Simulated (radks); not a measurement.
Values are calculated unless marked as measured or tabulated.
All-electron atom: As I in [Ar] 3d10 4s1 4p4 (not the ground configuration).

Level of theory: Dirac Kohn-Sham, PBE, spin-unpolarised, spherical densities, finite nucleus; open shells fill j = l - 1/2 first; Fermi nuclear charge, rms radius 4.0968 fm (a radial shooting solver on a logarithmic mesh with Libxc functionals).

Energy parts (eV):
part                       energy
total                  -61513.358
kinetic                 62899.634
electron-nucleus      -148439.706
Hartree                 26302.673
exchange-correlation    -2275.960

Orbitals (lengths in bohr, moments of r in powers of bohr; <r^-3> diverges for s and p1/2; r(max) is where P^2 peaks):
orbital,occ.,eigenvalue (eV),<r^-3>,<r^2>,r(max)
1s1/2,2,-11717.29,-,0.002786,0.02973
2s1/2,2,-1487.679,-,0.04842,0.1701
2p1/2,2,-1329.282,-,0.03746,0.1342
2p3/2,4,-1292.719,1064,0.03893,0.1373
3s1/2,2,-191.8506,-,0.4124,0.5218
3p1/2,2,-138.6334,-,0.4372,0.5154
3p3/2,4,-133.6098,147.4,0.4524,0.5240
3d3/2,4,-42.6373,17.31,0.5742,0.4753
3d5/2,6,-41.9075,16.79,0.5823,0.4781
4s1/2,1,-15.3178,-,4.236,1.607
4p1/2,2,-5.9966,-,7.121,1.933
4p3/2,2,-5.7065,8.532,7.422,1.970

The highest occupied level is 4p3/2 at -5.706 eV. The density falls to 0.001 e/bohr^3 at r = 4.45 bohr. Summed over all electrons, <r^2> = 42.95 bohr^2, which gives a Langevin (diamagnetic) susceptibility term of -34 x 10^-6 cm^3/mol.
